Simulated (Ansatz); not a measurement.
Two isomers of C3H10Si2: A = `C[SiH2]/C=C/[SiH3]`, B = `CC1[SiH2]C[SiH2]1`.

Gas-phase electronic energies from Ansatz, PBE0-D4/def2-TZVP geometries. CCSD(T)/CBS adds triple-zeta CCSD(T) − MP2 to the extrapolated MP2 energy (def2 sets, frozen cores). DFT in def2-TZVPP. B3LYP here is the variant with VWN-RPA as its local correlation; programs differ in this. Each species was taken in one conformer, which may not be the lowest.

Q: Which isomer does CCSD(T)/CBS put lower? Give the gap. (An estimate is asked.)

A: Computed: B, by 12.3 kcal/mol.

Q: Give E(B) − E(A) in kcal/mol with PBE-D4, BLYP-D4, B2PLYP, ωB97M-V, CCSD(T)/def2-SVP, B3LYP-D4, CCSD(T)/def2-TZVPP. (Best estimate.)

A: Ansatz gave: PBE-D4 -15.0, BLYP-D4 -7.1, B2PLYP -9.7, ωB97M-V -14.0, CCSD(T)/def2-SVP -9.9, B3LYP-D4 -9.4, CCSD(T)/def2-TZVPP -11.6. None reverses the order clearly.

Q: Does the order hold for the free energy at 298.15 K (harmonic terms from PBE0-D4)? (Estimate.)

A: Computed: Yes: G(B) − G(A) = -8.0 kcal/mol, for one conformer each.

Largest T1 diagnostic: 0.011.

In def2-TZVPP, CCSD(T) changes the Hartree–Fock value by −7.5 kcal/mol (the triples alone add −0.3 kcal/mol) and MP2 by −10.5 kcal/mol. Leaving LDA and LC-ωPBE aside and taking each functional with its dispersion term where it has one, the values, not all of them listed here, spread over 10.0 kcal/mol, from PBE-QIDH to BLYP-D4. LDA lies −6.8 kcal/mol from PBE without D4.
